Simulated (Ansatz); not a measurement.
One geometry of H4OSeSi (`O[SiH2][SeH]`), several functionals.

```yaml
crystal:
  periodic: [false, false, false]
  atoms:
    - {symbol: O, position_ang: [-1.543388, -0.123899, -0.495724]}
    - {symbol: Si, position_ang: [-0.158801, 0.527731, 0.098112]}
    - {symbol: Se, position_ang: [1.155345, -0.979836, 1.196893]}
    - {symbol: H, position_ang: [-1.478459, -0.957297, -0.964797]}
    - {symbol: H, position_ang: [0.678720, 1.118623, -0.974948]}
    - {symbol: H, position_ang: [-0.593592, 1.544452, 1.077628]}
    - {symbol: H, position_ang: [2.001476, -1.197875, 0.017336]}
basis:
  gaussian: {orbitals: def2-TZVPP}
hamiltonian: {xc: {name: wB97X-V}}
output: {orbitals: {seedname: orbitals}}
```

```sh
$ ansatz run in.yaml --threads 2 --pin off --events-out ev --progress --plain --max-ram 4352MiB
```

Shortened log:

```
Functional definition: wB97X-V
1087 factors; their error is unknown
223 factors; integrals over basis functions are off by at most 9.9e-6 eV
mean field evaluation 1: about -75330.8302 eV, gradient 4.7e1 eV
mean field evaluation 2: about -75329.8698 eV, gradient 5.4e1 eV
mean field evaluation 4: about -75334.3885 eV, gradient 6.7e-1 eV
mean field evaluation 8: about -75334.6725 eV, gradient 4.3e-2 eV
mean field evaluation 16: about -75334.6725 eV, gradient 2.5e-5 eV
mean field -75334.67249726 eV, -2768.4981505991 hartree, gradient 2.5e-5 eV, S^2 0.000000; 0 other end points of the search recorded, 0 dependent functions left out
reference -75334.67249546 eV, -2768.4981505330 hartree; 30, 30 occupied and 147, 147 virtual orbitals, 1087 factors
Total energy: -75334.67249546 eV, -2768.4981505330 hartree
```

It took 8 s on 2 threads of an Arm Neoverse V1 on a shared host, with 0.5 GiB of host memory at the peak.

The same input with `hamiltonian: {xc: {name: B97M-V}}` (abridged; 9.5 s):

```
Functional definition: B97M-V
mean field evaluation 16: about -75328.0406 eV, gradient 6.4e-4 eV
mean field -75328.04055214 eV, -2768.2544311115 hartree, gradient 3.1e-5 eV, S^2 0.000000
Total energy: -75328.04060631 eV, -2768.2544331023 hartree
```

Changing it to `hamiltonian: {xc: {name: PBE-QIDH}}` (abridged; 5.5 s):

```
Functional definition: PBE-QIDH
mean field evaluation 16: about -75311.6888 eV, gradient 4.7e-5 eV
mean field -75311.68881167 eV, -2767.6535157328 hartree, gradient 4.6e-6 eV, S^2 0.000000
15 core orbitals not correlated: weight in the atoms' cores, before any rotation towards them, 1.000 or more for the frozen orbitals, at most 0.000 for the correlated occupied ones
second order -19.59161259 eV of doubles, -0.00000000 eV of singles
Total energy: -75318.21936032 eV, -2767.8935089692 hartree
```

The same input with `hamiltonian: {xc: {name: wB97M-V}}` and forces (abridged; 11 s):

```
Functional definition: wB97M-V
mean field evaluation 16: about -75337.5861 eV, gradient 2.6e-5 eV
mean field -75337.58611860 eV, -2768.6052242087 hartree, gradient 2.6e-5 eV, S^2 0.000000
Total energy: -75337.58616239 eV, -2768.6052258179 hartree
Atom 0 force    -0.028369    -0.086970    -0.045043 eV/Å
Atom 1 force     0.146808     0.222666     0.060674 eV/Å
Atom 2 force     0.018529     0.018343    -0.118585 eV/Å
Atom 3 force    -0.024752     0.027967     0.012839 eV/Å
Atom 4 force    -0.099899    -0.076334     0.130875 eV/Å
Atom 5 force     0.053142    -0.123258    -0.122121 eV/Å
Atom 6 force    -0.065459     0.017587     0.081362 eV/Å
Dipole moment:     0.083176    -0.127751    -0.272748 e Å
```

The same input with `hamiltonian: {xc: r2scan, dispersion: d4}` and forces (abridged; 5.5 s):

```
Functional definition: r2SCAN
mean field evaluation 16: about -75340.6189 eV, gradient 3.7e-4 eV
mean field -75340.61887323 eV, -2768.7166758855 hartree, gradient 2.4e-5 eV, S^2 0.000000
Total energy: -75340.64974308 eV, -2768.7178103314 hartree
Atom 0 force    -0.061870     0.008041    -0.003122 eV/Å
Atom 1 force     0.038120     0.056623    -0.009507 eV/Å
Atom 2 force     0.048827    -0.033468     0.017010 eV/Å
Atom 3 force    -0.001293    -0.020301    -0.015418 eV/Å
Atom 4 force    -0.012376     0.004128     0.019602 eV/Å
Atom 5 force     0.004234    -0.019240    -0.025247 eV/Å
Atom 6 force    -0.015642     0.004218     0.016683 eV/Å
Dipole moment:     0.080201    -0.134578    -0.276034 e Å
```

The same input with `hamiltonian: {xc: {name: BLYP}, dispersion: d4}` (abridged; 2 s):

```
Functional definition: BLYP
mean field evaluation 16: about -75343.0349 eV, gradient 4.8e-5 eV
mean field -75343.03487178 eV, -2768.8054621948 hartree, gradient 4.8e-5 eV, S^2 0.000000
Total energy: -75343.33796383 eV, -2768.8166006222 hartree
```
